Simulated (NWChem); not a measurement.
System: SiAsH3F2; SMILES F[SiH](F)[AsH2]

```xyz
7

Si     0.3839    -1.0151     0.0000
F     -0.3187    -1.6806     1.3144
F     -0.3187    -1.6806    -1.3144
As    -0.1024     1.2998     0.0000
H      1.8224    -1.4293     0.0000
H      0.9593     1.4986    -1.1008
H      0.9593     1.4986     1.1008
```
Atoms are numbered in this order, from 1.

Computed with NWChem. Pople sets run with spherical d functions. Medium grid unless said otherwise, to which SCAN and Minnesota functionals are sensitive. Geometry: optimised at PBE-D3(BJ)/def2-SVP.

Order these by “highest occupied level (eV)”, lowest first: Hartree-Fock/6-31G*; MN15-L/6-31G*; LRC-wPBEh/6-31G*; BLYP/6-31G*; CAM-B3LYP/6-31G*.

Hartree-Fock/6-31G* (-10.57), LRC-wPBEh/6-31G* (-9.78), CAM-B3LYP/6-31G* (-9.20), MN15-L/6-31G* (-7.19), BLYP/6-31G* (-6.64)
